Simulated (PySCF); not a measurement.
BeF₂, charge -1, doublet, at a GFN2-xTB geometry (such geometries of metal compounds can be far from the true shape) (a state made from the parent by changing its charge; the spin is typed, not shown lowest) (in this run its highest filled SCF level lies above zero, so its values depend strongly on the basis, on diffuse functions most of all). Base run: PBE0/6-31G run with PySCF.

Input for PySCF:
```python
from pyscf import gto, scf, dft, solvent

mol = gto.Mole()
mol.atom = '''
    Be    0.16083742   -0.61394482    0.36901490
    F     1.18939795    0.12779708   -0.63035450
    F    -1.26088124    0.14506728    0.46634788
'''
mol.basis = '6-31g'
mol.charge = -1
mol.spin = 1
mol.verbose = 3
mol.build()

mf = dft.UKS(mol)
mf.xc = 'pbe0'
mf.kernel()
```

The base run was repeated with changes; each row names its change, and settings that it needs were set with it.

| change | ΔE vs base (kJ/mol) |
|---|---|
| base | 0.00 |
| model = IEF-PCM; solvent = water | -266.9 |
| model = IEF-PCM; solvent = n-hexane; vdw_scale = 1.0 | -134.5 |
| model = IEF-PCM; solvent = n-hexane; vdw_scale = 1.4 | -116.5 |
| model = C-PCM; solvent = n-hexane | -126.4 |
| model = IEF-PCM; solvent = n-hexane; r_probe = 0.5 | -109.9 |
| model = IEF-PCM; solvent = n-hexane; lebedev_order = 41 | -125.9 |
| model = IEF-PCM; solvent = n-hexane; lebedev_order = 11 | -124.8 |
| model = COSMO; solvent = n-hexane | -99.8 |
| model = ddCOSMO; solvent = n-hexane | -112.1 |
| model = SS(V)PE; solvent = n-hexane | -124.9 |
| model = IEF-PCM; solvent = acetonitrile | -262.7 |

The base is the gas phase, so ΔE is the electrostatic part of solvation at a fixed geometry, without cavity and dispersion terms.

Open shells are given as the SCF converged; they aren't shown to be the lowest states, and a large step between rows can be another state.

The gas-phase anion may not be bound at this level, which the solvent then changes.
